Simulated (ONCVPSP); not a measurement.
# LDA (Perdew-Zunger) ONCV dataset for germanium (Ge), scalar-relativistic all-electron reference.

Ge, optimised norm-conserving Vanderbilt (ONCV), made with ONCVPSP 4.0.1 (LDA (Perdew-Zunger), scalar-relativistic). Core [Ar] 3d10, reference 4s2 4p2. Waves: 4s: rc 1.50 bohr, ncon 4, nbas 7, qcut 4.2 1/bohr, 2 projectors, debl 2.4 Ha; 4p: rc 2.35 bohr, ncon 3, nbas 7, qcut 3.4 1/bohr, 2 projectors, debl 3.1 Ha; d scattering state at 0.12 Ha: rc 2.00 bohr, ncon 4, nbas 7, qcut 4.5 1/bohr, 2 projectors, debl 3.4 Ha. Local part: polynomial inside 1.15 bohr (lpopt 5, dvloc0 6 Ha). Core correction: Teter function, fcfact 3.25, rcfact 1.75.

Calculated quality:

```json
{
  "Cutoffs needed": "8.7 Ha and 27 Ha (the cutoffs (Ha) at which the residual kinetic energy of the hardest occupied pseudo-wave falls to 1 and 0.1 mHa per electron) The cutoffs count occupied waves only; projector 2 of the d channel, the hardest unoccupied one, needs 65 Ha at the loose tolerance.",
  "Ghost test": "ghosts flagged at negative energy: d at -2497.3 eV; GHOST(+) flagged for s at 112.8 eV, d at 526.9 eV; a true bound ghost makes a file unfit for plane-wave use",
  "Largest excitation error": "-765 meV (all-electron minus pseudo) for 4s1 4p0, out of 4 test configurations",
  "rms error of d²Exc/dni dnj": "8.05 mHa without and 2.41 mHa with the model core"
}
```

Generation and tests took about 2.2 s on one core of a shared server CPU.
